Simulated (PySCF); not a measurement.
Species: C7H10SSi.
Z-matrix (Å and degrees, GFN2-xTB geometry), rows numbered from 1:
```
Si
C   1  1.9121
C   2  1.4902  1  110.46
C   3  1.3902  2  121.00  1    90.79
C   4  1.3819  3  121.28  2  -178.52
C   5  1.3872  4  119.69  3     0.31
S   6  1.7711  5  121.79  4   179.95
C   6  1.3890  5  119.83  4     0.01
C   8  1.3799  6  119.85  5    -0.01
H   1  1.4627  2  108.90  3    59.95
H   1  1.4631  2  108.97  3   -60.09
H   1  1.4641  2  108.34  3   179.94
H   2  1.0904  1  109.52  3   121.41
H   2  1.0904  1  109.27  3  -121.00
H   4  1.0809  3  119.52  2     1.80
H   5  1.0813  4  119.99  3  -179.64
H   7  1.3320  6   96.13  5     0.16
H   8  1.0797  6  119.53  5  -179.98
H   9  1.0807  3  119.43  2    -1.85
```

Definitions: NICS(0) = −σiso at the ring centroid; NICS(1) = −σiso and NICS(1)zz = −σzz at ±1 Å along the ring normal z. Level: GIAO PBE0/pcSseg-1 (PySCF, non-relativistic, gas phase) on the GFN2-xTB geometry, one conformer.

Ring bond lengths (Å), with Mayer bond orders in brackets: C3–C4 1.390 (1.40), C4–C5 1.382 (1.47), C5–C6 1.387 (1.36), C6–C8 1.389 (1.37), C8–C9 1.380 (1.47), C9–C3 1.392 (1.39).

Give the NICS values of each ring in ppm.

| ring | type | NICS(0) | NICS(1), two faces | NICS(1)zz, two faces | rms pucker (Å) | centre to ring atoms, mean (Å) |
| --- | --- | --- | --- | --- | --- | --- |
| C3–C4–C5–C6–C8–C9 | 6-membered carbocycle; formal bonds all aromatic | -8.2 | -10.4 / -10.5 | -24.9 / -25.6 | 0.00 | 1.39 |

What can be read from them?

- C3–C4–C5–C6–C8–C9: mean NICS(1)zz -25.2 ppm, shielded. The ring is flat and has no four-coordinate atom; by the NICS criterion it is aromatic.

And the bond-length index? Use HOMA with the parameters of Krygowski (1993).

- C3–C4–C5–C6–C8–C9: HOMA 0.99 = 1 − EN − GEO, with mean bond length 1.387 Å, EN = α(Ropt − mean)² = 0.000 and GEO = α × variance = 0.005. The geometric and the magnetic index point the same way.

How shielded are the nuclei of the rings and their hydrogens (means over atoms taken as equivalent)?

```tsv
atoms	environment	σ isotropic (ppm)	principal values of the symmetric part, first atom (ppm)
C3	substituted aromatic carbon	45.6	-49.1, 9.2, 176.9
C4 (×2)	aromatic CH carbon	53.2	-49.5, 47.9, 161.1
C5 (×2)	aromatic CH carbon	55.6	-45.9, 59.4, 150.2
C6	substituted aromatic carbon	48.4	-44.2, 35.1, 154.4
H15 (×2)	aromatic hydrogen	24.48	21.0, 23.5, 29.2
H16 (×2)	aromatic hydrogen	24.49	20.2, 24.1, 29.3
```

On an Arm Neoverse N1 with one thread (shared host), this took 82 s and 1.1 GiB of memory at its peak. This is the whole shielding run at PBE0/pcSseg-1, SCF included.
